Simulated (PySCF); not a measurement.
## Relaxation of singlet TeSCl2

All numbers come from PBE0 in PySCF with Te def2-TZVP with ECP28, S def2-TZVP, Cl def2-TZVP; scalar-relativistic core potentials, no spin–orbit coupling; density-fitted integrals. A (50,194) grid was used.

A start displaced from a saddle point along its imaginary mode, with no symmetry imposed:

```xyz
4
charge 0 multiplicity 1, angstrom
Te   -0.1078   -0.0574   -0.3204
S    -2.3414    0.1200   -0.4677
Cl    0.0657    0.0094    1.9977
Cl    2.4756    0.0942   -0.3797
```

Optimiser trace:
```json
{"step": "0", "E − E(last) (kJ/mol)": "148.60", "largest gradient (Eh/bohr)": "0.01507"}
{"step": "1", "E − E(last) (kJ/mol)": "120.73", "largest gradient (Eh/bohr)": "0.01845"}
{"step": "2", "E − E(last) (kJ/mol)": "87.79", "largest gradient (Eh/bohr)": "0.03234"}
{"step": "3", "E − E(last) (kJ/mol)": "48.91", "largest gradient (Eh/bohr)": "0.03614"}
{"step": "4", "E − E(last) (kJ/mol)": "13.42", "largest gradient (Eh/bohr)": "0.01398"}
{"step": "5", "E − E(last) (kJ/mol)": "1.96", "largest gradient (Eh/bohr)": "0.01014"}
{"step": "6", "E − E(last) (kJ/mol)": "1.05", "largest gradient (Eh/bohr)": "0.00865"}
{"step": "7", "E − E(last) (kJ/mol)": "0.06", "largest gradient (Eh/bohr)": "0.00190"}
{"step": "8", "E − E(last) (kJ/mol)": "0.00", "largest gradient (Eh/bohr)": "0.00051"}
{"step": "9", "E − E(last) (kJ/mol)": "0.00", "largest gradient (Eh/bohr)": "0.00008"}
```

It ends at Cs with Te–Cl 2.363 Å (×2), Te–S 2.183 Å; Cl–Te–Cl 94.9°, Cl–Te–S 106.1° (×2) (after a last refinement on a finer grid). The frequency run here used a shortcut that can spoil soft modes, so no verdict on minimum or saddle point is given. Other isomers or separated fragments may lie lower.

The relaxation took about 6 core-minutes on a shared host.
